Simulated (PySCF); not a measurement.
Job file and geometry (Å, from GFN2-xTB) of an NMR shielding run on SMILES O(C)[Si@@H](Cl)[SiH2][C@H](Cl)CCl, C$_{3}$H$_{9}$Cl$_{3}$OSi$_{2}$, PySCF, GIAO PBE0/pcSseg-1 NMR shielding, non-relativistic, gas phase; density fitting, a coarse starting grid and PySCF grid level 2 are the driver's defaults:

```
$ OMP_NUM_THREADS=1 python probes_run.py task.json out

{"job": {"kind": "nmr", "xc": "PBE0", "basis": "pcSseg-1"}, "charge": 0, "multiplicity": 1}
C      3.780585     0.315489     0.028711
O      2.406804     0.435814    -0.216842
Si     1.292359    -0.704347    -0.501936
Cl     1.402373    -2.132949     0.941130
Si    -0.559517     0.652413    -0.373207
C     -2.119082    -0.470642    -0.486767
Cl    -1.892076    -1.496315    -1.939645
C     -3.416754     0.276515    -0.669476
Cl    -3.691871     1.305385     0.747339
H      3.972981    -0.459482     0.773240
H      4.139913     1.274572     0.400857
H      4.310287     0.061561    -0.891265
H      1.603878    -1.450329    -1.727051
H     -0.684423     1.553913    -1.526806
H     -0.701412     1.466275     0.842764
H     -2.206004    -1.160817     0.354003
H     -3.371350     0.931239    -1.539392
H     -4.275450    -0.391979    -0.756836
```

Task: Write the output of this run.

Result: 
```
coarse grid: 18048 points
cycle   1  E = -2153.4480163625  dE =  9.367e-01  |g| = 6.881e-01  |ddm| = 3.875e+00
cycle   2  E = -2153.3132914851  dE =  1.347e-01  |g| = 1.095e+00  |ddm| = 1.657e+00
cycle   3  E = -2153.5390478473  dE = -2.258e-01  |g| = 1.075e-01  |ddm| = 1.134e+00
cycle   4  E = -2153.5412335135  dE = -2.186e-03  |g| = 4.072e-02  |ddm| = 1.578e-01
cycle   5  E = -2153.5415946770  dE = -3.612e-04  |g| = 7.624e-03  |ddm| = 5.355e-02
cycle   6  E = -2153.5416075719  dE = -1.289e-05  |g| = 2.775e-03  |ddm| = 1.084e-02
cycle   7  E = -2153.5416093093  dE = -1.737e-06  |g| = 8.825e-04  |ddm| = 3.117e-03
final grid: 152272 points
cycle   8  E = -2153.6010584357  dE = -3.863e-05  |g| = 1.124e-02  |ddm| = 2.536e-02
cycle   9  E = -2153.6010322414  dE =  2.619e-05  |g| = 1.573e-02  |ddm| = 1.897e-02
cycle  10  E = -2153.6010814731  dE = -4.923e-05  |g| = 1.770e-03  |ddm| = 1.290e-02
cycle  11  E = -2153.6010820535  dE = -5.804e-07  |g| = 3.638e-04  |ddm| = 1.939e-03
cycle  12  E = -2153.6010820828  dE = -2.929e-08  |g| = 7.045e-05  |ddm| = 3.371e-04
cycle  13  E = -2153.6010820838  dE = -9.572e-10  |g| = 3.041e-05  |ddm| = 1.010e-04
converged SCF energy = -2153.6010820838

GIAO shielding tensors (ppm)
atom      isotropic    diamagn.    paramagn.     s11        s22        s33       span
  0 C      134.287     238.164    -103.876    104.090    113.051    185.722     81.632
  1 O      299.406     402.739    -103.333    231.577    293.549    373.092    141.514
  2 Si     348.226     879.199    -530.973    316.799    338.286    389.593     72.794
  3 Cl     922.865    1150.101    -227.236    802.005    970.378    996.212    194.207
  4 Si     407.645     880.980    -473.335    373.458    389.208    460.269     86.810
  5 C      140.849     251.727    -110.879    109.965    133.064    179.518     69.553
  6 Cl     811.630    1147.907    -336.277    634.677    758.400   1041.813    407.136
  7 C      134.631     246.295    -111.664    106.409    133.867    163.616     57.207
  8 Cl     839.348    1145.961    -306.613    678.298    796.164   1043.581    365.283
  9 H       27.723      26.719       1.003     22.371     26.886     33.910     11.539
 10 H       27.806      26.475       1.332     23.169     25.480     34.769     11.600
 11 H       28.096      25.560       2.536     23.728     25.469     35.090     11.363
 12 H       25.612      28.792      -3.179     22.841     23.938     30.057      7.216
 13 H       27.983      30.398      -2.415     24.453     27.419     32.077      7.623
 14 H       26.964      29.913      -2.949     21.613     28.197     31.082      9.469
 15 H       28.300      31.660      -3.360     24.464     28.562     31.874      7.410
 16 H       28.337      28.754      -0.417     23.306     29.133     32.572      9.267
 17 H       27.709      28.104      -0.394     20.982     28.752     33.394     12.412
```

Task: Turn these shieldings into chemical shifts. δ = σ(ref) − σ, references computed at the same level: 13C (σref 186.93), 29Si (σref 349.16), 1H (σref 31.72) against TMS; 17O (σref 336.08) against H2O; 35Cl (σref 949.78) vs HCl.

Result: Averaging equivalent atoms: C 0: 52.6; C 7: 52.3; C 5: 46.1; O 1: 36.7; Si 2: 0.9; Si 4: -58.5; Cl 6: 138; Cl 8: 110; Cl 3: 27; H 12: 6.10; H 14: 4.75; H 17: 4.01; H 9/10/11: 3.84; H 13: 3.73; H 15: 3.42; H 16: 3.38 ppm. Experimental scales use liquid or dissolved standards, which lie at an offset from isolated H2O (liquid H2O: subtract about 36 ppm).

Size and cost of the density-fitted run: 233 basis functions, 42 s wall time on 1 thread of an Arm Neoverse V2, shared host; peak memory 1.1 GiB.
